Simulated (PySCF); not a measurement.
**Deuteron quadrupole couplings in `C#CCP1CCC=C1C`**

C₈H₁₁P.
Cartesian coordinates in Å at the GFN2-xTB level; atoms count from 1:
```xyz
20
C8H11P angstrom
C      2.6108    2.3389    0.2770
C      2.2391    1.2259    0.0363
C      1.7641   -0.1014   -0.2579
P      0.1945   -0.0408   -1.3044
C     -0.3264   -1.8235   -1.0958
C     -1.0672   -1.9709    0.2394
C     -1.4792   -0.6025    0.6829
C     -0.9543    0.4386    0.0472
C     -1.2126    1.8784    0.3310
H      2.9522    3.3069    0.4921
H      2.5183   -0.6404   -0.8409
H      1.5620   -0.6440    0.6706
H      0.5328   -2.4909   -1.1814
H     -0.9988   -2.0513   -1.9270
H     -0.4230   -2.4226    1.0010
H     -1.9376   -2.6223    0.1324
H     -2.1673   -0.5074    1.5112
H     -1.6513    2.3591   -0.5434
H     -1.8880    1.9940    1.1767
H     -0.2732    2.3869    0.5497
```

Level: PBE0/pcSseg-1 (PySCF, non-relativistic); Q(2H) = 0.00286 b; rigid geometry, the same for H and D, with no vibrational averaging.

Question: Rank these positions by the coupling χzz of a deuteron there, largest first.
A. H20 (methyl hydrogen)
B. H19 (methyl hydrogen)
C. H17 (vinylic hydrogen)
D. H10 (alkyne hydrogen)

Answer: D (268 kHz), C (221 kHz), B (211 kHz), A (204 kHz).

Question: Tabulate Vzz, the asymmetry η and χzz = 234.96 MHz × Q × Vzz for every hydrogen position.

Answer: 
```
atom  bonded to  bond length (Å)  Vzz (au)     η  χzz (kHz)
 H10         C1            1.049    0.3985  0.00        268
 H11         C3            1.095    0.3002  0.02        202
 H12         C3            1.094    0.3006  0.03        202
 H13         C5            1.091    0.3102  0.02        208
 H14         C5            1.093    0.3047  0.02        205
 H15         C6            1.095    0.3007  0.02        202
 H16         C6            1.092    0.3045  0.02        205
 H17         C7            1.081    0.3292  0.05        221
 H18         C9            1.090    0.3103  0.03        209
 H19         C9            1.088    0.3139  0.03        211
 H20         C9            1.090    0.3033  0.03        204
```

Question: How does χzz go with the bond length over the 11 C–H bonds?

Answer: A straight-line fit has a slope of -14.4 kHz for each 0.01 Å, with a correlation coefficient of -1.00, over lengths from 1.049 to 1.095 Å. The longer bonds have the smaller couplings here.

One conformer (not necessarily the lowest) at the GFN2-xTB geometry, without solvent, vibrations or thermal averaging. GFN2-xTB bond lengths can be off by several hundredths of an ångström, more for odd bonds, and the gradients follow them. With a basis this small, the couplings can be 20 % off.
